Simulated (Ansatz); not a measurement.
`Cl[SiH](Cl)[O][GeH3]` and `Cl[SiH2][O][GeH3]` differ in one atom or group.

Ansatz, PBE0-D4/def2-TZVP geometries, multiplicity 1. Each molecule was computed in one conformer, which needn't be the lowest.

Scalar relativity is left out up to krypton.

```tsv
property	`Cl[SiH](Cl)[O][GeH3]`
HOMO–LUMO gap (PBE0/def2-TZVPP) / eV	8.74
zero-point energy (PBE0-D4/def2-TZVP) / kJ/mol	107.5
LUMO energy (PBE/def2-TZVPP) / eV	-1.13
size of the dipole moment (ωB97M-V/def2-TZVPP) / D	2.04
HOMO energy (PBE0/def2-TZVPP) / eV	-8.98
LUMO energy (B3LYP/def2-TZVPP) / eV	-0.46
```

(1) What does the change do to each property? (An estimate is asked.)

## Answers

(1) Ansatz gave: 
| property | `Cl[SiH2][O][GeH3]` | shift |
| --- | --- | --- |
| HOMO–LUMO gap (PBE0/def2-TZVPP) / eV | 8.38 | -0.36 |
| zero-point energy (PBE0-D4/def2-TZVP) / kJ/mol | 124.0 | 16.5 |
| LUMO energy (PBE/def2-TZVPP) / eV | -1.09 | 0.04 |
| size of the dipole moment (ωB97M-V/def2-TZVPP) / D | 1.71 | -0.33 |
| HOMO energy (PBE0/def2-TZVPP) / eV | -8.58 | 0.40 |
| LUMO energy (B3LYP/def2-TZVPP) / eV | -0.43 | 0.03 |

Dipoles are sizes alone; their direction can turn.

B3LYP here is the variant with VWN-RPA as its local correlation; programs differ in this.
